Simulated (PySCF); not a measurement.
PySCF run on SbS⁻

File input.py (PySCF 2.14):

```python
from pyscf import gto, dft
from pyscf.geomopt.geometric_solver import optimize

mol = gto.M(
    atom='Sb 0 0 0; S 0 0 2.753',
    basis='lanl2dz',
    ecp={'Sb': 'lanl2dz', 'S': 'lanl2dz'},
    charge=-1,
    spin=2,
    verbose=3,
)
mf = dft.ROKS(mol, xc='wb97x')
mf.kernel()
g = mf.nuc_grad_method()
g.grid_response = True
mol_eq = optimize(g.as_scanner(), maxsteps=30)
print('optimised geometry (angstrom)')
print(mol_eq.tostring('raw'))
print('orbital energies (hartree):', mf.mo_energy[..., max(0, mol.nelec[1]-3):mol.nelec[0]+3].round(4))
```

```bash
$ python input.py
```

Output:

```
converged SCF energy = -15.522342004927
input.py

Current date and time:

#|     Arguments passed to driver run_optimizer():      |#
customengine              <pyscf.geomopt.geometric_solver.PySCFEngine object>
logIni                    <dir>
maxiter                   30
----------------------------------------------------------
Custom engine selected.
Bonds will be generated from interatomic distances less than 1.20 times sum of covalent radii
6 internal coordinates being used (instead of 6 Cartesians)
Internal coordinate system (atoms numbered from 1):
Distance 1-2
Translation-X 1-2
Translation-Y 1-2
Translation-Z 1-2
Rotation-A 1-2
Rotation-B 1-2
Rotation-C 1-2
<class 'geometric.internal.Distance'> : 1
<class 'geometric.internal.TranslationX'> : 1
<class 'geometric.internal.TranslationY'> : 1
<class 'geometric.internal.TranslationZ'> : 1
<class 'geometric.internal.RotationA'> : 1
<class 'geometric.internal.RotationB'> : 1
<class 'geometric.internal.RotationC'> : 1
> ===== Optimization Info: ====
> Job type: Energy minimization
> Maximum number of optimization cycles: 30
> Initial / maximum trust radius (Angstrom): 0.100 / 0.300
> Convergence Criteria:
> Will converge when all 5 criteria are reached:
>  |Delta-E| < 1.00e-06
>  RMS-Grad  < 3.00e-04
>  Max-Grad  < 4.50e-04
>  RMS-Disp  < 1.20e-03
>  Max-Disp  < 1.80e-03
> === End Optimization Info ===

Geometry optimization cycle 1
Cartesian coordinates (Angstrom)
 Atom        New coordinates             dX        dY        dZ
  Sb   0.000000   0.000000   0.000000    0.000000  0.000000  0.000000
   S   0.000000   0.000000   2.753000    0.000000  0.000000  0.000000

WARN: Mole.unit (angstrom) is changed to Bohr

converged SCF energy = -15.5223420048948
--------------- ROKS_Scanner gradients ---------------
         x                y                z
0 Sb     0.0000000000    -0.0000000000    -0.0533783733
1 S    -0.0000000000     0.0000000000     0.0533783733
----------------------------------------------
cycle 1: E = -15.5223420049  dE = -15.5223  norm(grad) = 0.0754884
Step    0 : Gradient = 5.338e-02/5.338e-02 (rms/max) Energy = -15.5223420049
Hessian Eigenvalues: 5.00000e-02 5.00000e-02 5.00000e-02 ... 5.00000e-02 5.00000e-02 5.63092e-02

Geometry optimization cycle 2
Cartesian coordinates (Angstrom)
 Atom        New coordinates             dX        dY        dZ
  Sb  -0.000000   0.000000   0.100000   -0.000000  0.000000  0.100000
   S   0.000000  -0.000000   2.653000    0.000000 -0.000000 -0.100000
converged SCF energy = -15.5394197777341
--------------- ROKS_Scanner gradients ---------------
         x                y                z
0 Sb    -0.0000000000    -0.0000000000    -0.0334792162
1 S     0.0000000000     0.0000000000     0.0334792162
----------------------------------------------
cycle 2: E = -15.5394197777  dE = -0.0170778  norm(grad) = 0.0473468
Step    1 : Displace = 1.000e-01/1.000e-01 (rms/max) Trust = 1.000e-01 (=) Grad = 3.348e-02/3.348e-02 (rms/max) E (change) = -15.5394197777 (-1.708e-02) Quality = 1.057
Hessian Eigenvalues: 5.00000e-02 5.00000e-02 5.00000e-02 ... 5.00000e-02 5.00000e-02 5.26509e-02

Geometry optimization cycle 3
Cartesian coordinates (Angstrom)
 Atom        New coordinates             dX        dY        dZ
  Sb   0.000000   0.000000   0.241421    0.000000  0.000000  0.141421
   S  -0.000000  -0.000000   2.511579   -0.000000 -0.000000 -0.141421
converged SCF energy = -15.539910459278
--------------- ROKS_Scanner gradients ---------------
         x                y                z
0 Sb    -0.0000000000    -0.0000000000     0.0457293340
1 S     0.0000000000     0.0000000000    -0.0457293340
----------------------------------------------
cycle 3: E = -15.5399104593  dE = -0.000490682  norm(grad) = 0.064671
Step    2 : Displace = 1.414e-01/1.414e-01 (rms/max) Trust = 1.414e-01 (+) Grad = 4.573e-02/4.573e-02 (rms/max) E (change) = -15.5399104593 (-4.907e-04) Quality = 0.047
Hessian Eigenvalues: 5.00000e-02 5.00000e-02 5.00000e-02 ... 5.00000e-02 5.00000e-02 1.48193e-01

Geometry optimization cycle 4
Cartesian coordinates (Angstrom)
 Atom        New coordinates             dX        dY        dZ
  Sb   0.000000   0.000000   0.170711   -0.000000 -0.000000 -0.070711
   S  -0.000000  -0.000000   2.582289    0.000000  0.000000  0.070711
converged SCF energy = -15.5448271823963
--------------- ROKS_Scanner gradients ---------------
         x                y                z
0 Sb     0.0000000000     0.0000000000    -0.0044119431
1 S    -0.0000000000    -0.0000000000     0.0044119431
----------------------------------------------
cycle 4: E = -15.5448271824  dE = -0.00491672  norm(grad) = 0.00623943
Step    3 : Displace = 7.071e-02/7.071e-02 (rms/max) Trust = 7.071e-02 (-) Grad = 4.412e-03/4.412e-03 (rms/max) E (change) = -15.5448271824 (-4.917e-03) Quality = 0.710
Hessian Eigenvalues: 5.00000e-02 5.00000e-02 5.00000e-02 ... 5.00000e-02 5.00000e-02 1.87621e-01

Geometry optimization cycle 5
Cartesian coordinates (Angstrom)
 Atom        New coordinates             dX        dY        dZ
  Sb  -0.000000   0.000000   0.176933   -0.000000 -0.000000  0.006222
   S   0.000000  -0.000000   2.576067    0.000000  0.000000 -0.006222
converged SCF energy = -15.5448917081042
--------------- ROKS_Scanner gradients ---------------
         x                y                z
0 Sb     0.0000000000    -0.0000000000    -0.0010368132
1 S    -0.0000000000     0.0000000000     0.0010368132
----------------------------------------------
cycle 5: E = -15.5448917081  dE = -6.45257e-05  norm(grad) = 0.00146628
Step    4 : Displace = 6.222e-03/6.222e-03 (rms/max) Trust = 7.071e-02 (=) Grad = 1.037e-03/1.037e-03 (rms/max) E (change) = -15.5448917081 (-6.453e-05) Quality = 1.244
Hessian Eigenvalues: 5.00000e-02 5.00000e-02 5.00000e-02 ... 5.00000e-02 5.00000e-02 1.43530e-01

Geometry optimization cycle 6
Cartesian coordinates (Angstrom)
 Atom        New coordinates             dX        dY        dZ
  Sb  -0.000000   0.000000   0.178844   -0.000000  0.000000  0.001911
   S   0.000000  -0.000000   2.574156    0.000000 -0.000000 -0.001911
converged SCF energy = -15.5448954127882
--------------- ROKS_Scanner gradients ---------------
         x                y                z
0 Sb     0.0000000000     0.0000000000     0.0000346560
1 S    -0.0000000000    -0.0000000000    -0.0000346560
----------------------------------------------
cycle 6: E = -15.5448954128  dE = -3.70468e-06  norm(grad) = 4.9011e-05
Step    5 : Displace = 1.911e-03/1.911e-03 (rms/max) Trust = 1.000e-01 (+) Grad = 3.466e-05/3.466e-05 (rms/max) E (change) = -15.5448954128 (-3.705e-06) Quality = 0.989
Hessian Eigenvalues: 5.00000e-02 5.00000e-02 5.00000e-02 ... 5.00000e-02 5.00000e-02 1.48327e-01

Geometry optimization cycle 7
Cartesian coordinates (Angstrom)
 Atom        New coordinates             dX        dY        dZ
  Sb  -0.000000   0.000000   0.178782   -0.000000 -0.000000 -0.000062
   S   0.000000  -0.000000   2.574218    0.000000  0.000000  0.000062
converged SCF energy = -15.5448954141682
--------------- ROKS_Scanner gradients ---------------
         x                y                z
0 Sb    -0.0000000000     0.0000000000    -0.0000004329
1 S     0.0000000000    -0.0000000000     0.0000004329
----------------------------------------------
cycle 7: E = -15.5448954142  dE = -1.37992e-09  norm(grad) = 6.12152e-07
Step    6 : Displace = 6.182e-05/6.182e-05 (rms/max) Trust = 1.414e-01 (+) Grad = 4.329e-07/4.329e-07 (rms/max) E (change) = -15.5448954142 (-1.380e-09) Quality = 0.341
Hessian Eigenvalues: 5.00000e-02 5.00000e-02 5.00000e-02 ... 5.00000e-02 5.00000e-02 1.48327e-01
Converged! =D

    #| If this code has benefited your research, please support us by citing: |#
    #| Wang, L.-P.; Song, C.C. (2016) "Geometry optimization made simple with |#
    #| translation and rotation coordinates", J. Chem, Phys. 144, 214108.     |#
    #|                                     |#
optimised geometry (angstrom)
Sb         -0.00000000        0.00000000        0.17878201
S           0.00000000       -0.00000000        2.57421799
orbital energies (hartree): [-0.1401 -0.1136 -0.1136  0.0263  0.0263  0.1995  0.5523  0.5548]
```

In short: E(SCF) = -15.522342 Eh, all at the start geometry; optimised bond 2.395 Å with E = -15.544895 Eh after 7 steps.

Wall time 7 s on one thread of a shared host.

The last line lists the levels of the start geometry. The basis has no diffuse functions, which an anion needs. No search for the lowest solution was made.
